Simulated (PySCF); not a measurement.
Give a GFN2-xTB geometry of `C#C/C=C(\OC)C(=O)[O-]`. (Charge -1.)

```xyz
14
C6H5O3 angstrom
C      3.035   -1.463    0.439
C      2.218   -0.582    0.507
C      1.280    0.460    0.600
C      0.014    0.403    0.149
O     -0.436   -0.738   -0.458
C     -1.800   -0.769   -0.807
C     -0.876    1.687    0.248
O     -0.970    2.181    1.376
O     -1.355    2.067   -0.832
H      3.736   -2.242    0.374
H      1.604    1.372    1.080
H     -1.949   -1.696   -1.365
H     -2.434   -0.773    0.088
H     -2.067    0.095   -1.421
```

Orientation and origin are arbitrary. Atoms count from 1 in this order. The 4 C–C bonds span 1.204 Å (C1≡C2, drawn triple) to 1.565 Å (C4–C7, drawn single), a spread of 0.361 Å. C7 (carboxylate carbon) is planar (angles 130.1°, 115.4° and 114.5°, sum 360.0°, 0.01 Å off the plane of its three neighbours). C3 (alkene CH carbon) is planar (angles 125.1°, 117.8° and 117.1°, sum 360.0°, 0.00 Å off the plane of its three neighbours). Of the pairs four or more bonds apart, O9···H14 is among the closest relative to their van der Waals radii: 2.18 Å, 80 % of the sum of Bondi's values.

Bonds between heavy atoms (Å): C1≡C2 1.204, C2–C3 1.404, C3=C4 1.346, C4–O5 1.369, O5–C6 1.409, C4–C7 1.565, C7=O8 1.234, C7–O9 1.241.

Computed geometry: GFN2-xTB, gas phase.

Point group: C1 (no symmetry element, even within 0.4 Å). Stationary, but not proved a minimum. Torsions: C3–C4–O5–C6 175°.

One conformer stands for the species.
